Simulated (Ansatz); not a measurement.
**Loss of H2: BH(CH3)2(SH2) → B(CH3)2(SH) + H2**

Species: BH(CH3)2(SH2), singlet; B(CH3)2(SH), singlet; H2 (hydrogen), singlet. 

Shapes, held fixed at every level: PBE0-D4/def2-TZVP. Flexible molecules stand in one conformer, not always the lowest. Programs: Ansatz 0.2.0. The zero-point and thermal change to 298 K, harmonic and unscaled (PBE0-D4/def2-TZVP), is -14.0 kJ/mol.

**Question.** Estimate ΔH(298 K) of this reaction.

**Answer.** The highest level, CCSD(T)/CBS estimate, gives ΔH(298 K) = -71.9 kJ/mol; the levels span -74.2 to -38.0. The column of differences is taken from that level and isn't an error. No measured value is set beside it here. The CBS estimate extrapolates MP2 from def2-TZVPP and def2-QZVPP and adds CCSD(T) − MP2 in the triple-zeta set, cores frozen; for H2 it overshoots the exact energy by about 1 mEh.

```tsv
level	kind	ΔH(298 K) (kJ/mol)	less CCSD(T)/CBS estimate
SPW92/def2-TZVPP	LDA	-38.0	+33.9
PBE-D4/def2-TZVPP	GGA	-62.9	+9.0
B3LYP-D4/def2-TZVPP	global hybrid	-74.2	-2.3
wB97X-V/def2-TZVPP	range-separated hybrid	-69.1	+2.8
CCSD(T)/def2-TZVPP	coupled cluster or CI	-70.7	+1.2
CCSD/def2-TZVPP	coupled cluster or CI	-72.2	-0.3
CCSD(T)/CBS estimate	coupled cluster or CI	-71.9	0.0
```
